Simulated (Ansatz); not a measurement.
Reaction (cleavage of the B–Si bond): `FB[SiH2][SiH3]` + `C[NH][GeH3]` → `C[N]([GeH3])BF` + `[SiH3][SiH3]`

Isolated molecules relaxed with PBE0-D4/def2-TZVP in Ansatz; ΔE leaves out vibrations. CCSD(T)/CBS is the MP2 limit (def2-TZVPP, def2-QZVPP) plus CCSD(T) − MP2 in def2-TZVPP, frozen cores. DFT in def2-TZVPP. B3LYP here is the variant with VWN-RPA as its local correlation; programs differ in this. HSE06 is defined as in plane-wave codes. For Ge outer-core shells are correlated without core-valence functions, which leaves a few kJ/mol of doubt a bond. Scalar relativity is left out up to krypton. One conformer a species, not always the lowest.

Question: Is it downhill or uphill in electronic energy at CCSD(T)/CBS, and by how much? (An estimate is asked.)

Answer: Computed: Downhill: ΔE = -170.3 kJ/mol.

Question: What do these levels give: LDA (SPW92), PBE-D4, B97M-V, B3LYP-D4, HSE06-D4, BHLYP-D4, r2SCAN, HSE06, LC-ωPBE, RPA@PBE/def2-TZVPP, MP2/def2-TZVPP, MP2/CBS(def2)? (Estimate.)

Answer: Ansatz gave: LDA (SPW92) -174.1, PBE-D4 -158.7, B97M-V -167.4, B3LYP-D4 -170.7, HSE06-D4 -163.2, BHLYP-D4 -176.3, r2SCAN -168.0, HSE06 -161.6, LC-ωPBE -165.1, RPA@PBE/def2-TZVPP -170.5, MP2/def2-TZVPP -179.6, MP2/CBS(def2) -176.4 kJ/mol.

Largest T1 diagnostic among the species: 0.015.

At CCSD(T), def2-SVP lies −13.7 kJ/mol from the extrapolated value and def2-TZVPP −3.2 kJ/mol. Leaving LDA and LC-ωPBE aside and taking each functional with its dispersion term where it has one, the values, not all of them listed here, spread over 18.9 kJ/mol, from BHLYP-D4 to revPBE-D4. LDA lies −17.7 kJ/mol from PBE without D4.
